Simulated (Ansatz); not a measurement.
Computed with frozen-core CCSD(T)/cc-pVTZ // PBE0-D4/def2-TZVP (Ansatz, a quantum-chemistry and plane-wave program).

Ansatz 0.2 input:
```yaml
crystal:
  periodic: [false, false, false]
  atoms:
    - { symbol: C, position_ang: [-1.723976, -0.067986, 0.083728] }
    - { symbol: Al, position_ang: [0.045616, 0.571688, -0.443614] }
    - { symbol: C, position_ang: [1.672845, -0.290723, 0.209595] }
    - { symbol: H, position_ang: [-2.540703, 0.499754, -0.367528] }
    - { symbol: H, position_ang: [-1.855465, -1.120481, -0.191645] }
    - { symbol: H, position_ang: [-1.846081, -0.022751, 1.17181] }
    - { symbol: H, position_ang: [0.186064, 1.812443, -1.435577] }
    - { symbol: H, position_ang: [1.488536, -1.036951, 0.986243] }
    - { symbol: H, position_ang: [2.380136, 0.445123, 0.606179] }
    - { symbol: H, position_ang: [2.192253, -0.794469, -0.614193] }
basis:
  gaussian: { orbitals: cc-pVTZ }
correlation:
  method: ccsd_t
```

Output:

```
Functional definition: HF
1072 factors; integrals over basis functions are off by at most 1.3e-3 eV
mean field evaluation 1: about -8752.5953 eV, gradient 3.5e1 eV
mean field evaluation 2: about -8752.5976 eV, gradient 3.5e1 eV
mean field evaluation 4: about -8755.7179 eV, gradient 2.6e0 eV
mean field evaluation 8: about -8755.7496 eV, gradient 4.6e-4 eV
mean field evaluation 16: about -8755.7490 eV, gradient 3.1e-1 eV
mean field -8755.74961479 eV, -321.7678634834 hartree, gradient 4.6e-6 eV, S^2 0.000000; 0 other end points of the search recorded, 0 dependent functions left out
7 core orbitals not correlated
reference -8755.74961479 eV, -321.7678634834 hartree; 9, 9 occupied and 176, 176 virtual orbitals, 1072 factors
second order -12.17920673 eV of doubles, -0.00000000 eV of singles
cycle   1  -12.94893558 eV  change   -7.7e-1 eV  update   6.9e-2
cycle   2  -13.28411737 eV  change   -3.4e-1 eV  update   2.1e-2
cycle   3  -13.32117793 eV  change   -3.7e-2 eV  update   6.8e-3
cycle   4  -13.31981575 eV  change    1.4e-3 eV  update   1.8e-3
cycle   5  -13.31962438 eV  change    1.9e-4 eV  update   5.5e-4
cycle   6  -13.31950793 eV  change    1.2e-4 eV  update   1.7e-4
cycle   7  -13.31949210 eV  change    1.6e-5 eV  update   4.6e-5
cycle   8  -13.31949862 eV  change   -6.5e-6 eV  update   1.6e-5
perturbative correction -0.46621299 eV, -0.0171330114 hartree
Total energy: -8769.53532641 eV, -322.2744790409 hartree
```

Cost: about 50 core-seconds (a rough figure).
